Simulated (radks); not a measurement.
All-electron atom: Ca4+ in [Ne] 3s2 3p4. Calculated with a radial shooting solver on a logarithmic mesh with Libxc functionals: non-relativistic Kohn-Sham, BP86, spin-polarised, spherical densities, point nucleus; open shells are filled with parallel spins first.

Unscreened Slater integrals over Kohn-Sham orbitals (eV). They are taken over the spin-up orbitals.

| integral | value |
|---|---|
| F0(3p,3p) | 21.203 |
| F2(3p,3p) | 10.802 |
| F0(3p,3s) | 21.713 |
| G1(3p,3s) | 14.548 |
| F0(3p,2p) | 28.584 |
| F2(3p,2p) | 5.6678 |
| G0(3p,2p) | 2.2774 |
| G2(3p,2p) | 2.3471 |
| F0(3s,3s) | 22.274 |
| F0(3s,2p) | 29.459 |
| G1(3s,2p) | 2.4638 |
| F0(2p,2p) | 75.974 |
| F2(2p,2p) | 35.544 |

Derived for the open shells (J is the average intra-shell exchange parameter used in DFT+U). 3p: J = F2/5 = 2.160 eV; in LS coupling 1D lies 6 F2/25 = 2.593 eV above 3P.
